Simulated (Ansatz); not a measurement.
`[Cl][GeH2][GeH3]` + `F[CH2][GeH3]` → `F[CH2][GeH2][GeH3]` + `[Cl][GeH3]`  (formal exchange of groups at a Ge–Ge bond)

Gas-phase electronic energies from Ansatz, PBE0-D4/def2-TZVP geometries. CCSD(T)/CBS is the MP2 limit (def2-TZVPP, def2-QZVPP) plus CCSD(T) − MP2 in def2-TZVPP, frozen cores. Functionals use def2-TZVPP. B3LYP here is the variant with VWN-RPA as its local correlation; programs differ in this. For Ge outer-core shells are correlated without core-valence functions, which leaves a few kJ/mol of doubt a bond. Scalar relativity is left out up to krypton. Each species was taken in one conformer, which may not be the lowest.

```tsv
level	ΔE (kcal/mol)	difference from CCSD(T)/CBS
PBE-D4	0.1	0.2
r2SCAN-D4	-0.1	0.0
PBE0-D4	-0.1	0.0
B3LYP-D4	0.1	0.2
ωB97X-V	-0.2	-0.1
ωB97M-V	-0.2	-0.1
B2PLYP	-0.1	0.0
PBE	0.1	0.2
r2SCAN	-0.1	0.0
PBE0	0.0	0.1
B3LYP	0.2	0.3
HF/def2-TZVPP	-0.1	0.0
MP2/def2-TZVPP	-0.5	-0.4
SCS-MP2/def2-TZVPP	-0.5	-0.4
CCSD/def2-TZVPP	-0.5	-0.4
CCSD(T)/def2-TZVPP	-0.5	-0.4
HF/def2-QZVPP	0.0	0.1
MP2/def2-QZVPP	-0.3	-0.2
SCS-MP2/def2-QZVPP	-0.2	-0.1
HF/CBS(def2)	0.1	0.2
MP2/CBS(def2)	-0.2	-0.1
CCSD/CBS(def2)	-0.1	0.0
CCSD(T)/CBS	-0.1	0
```

Largest T1 diagnostic among the species: 0.012.
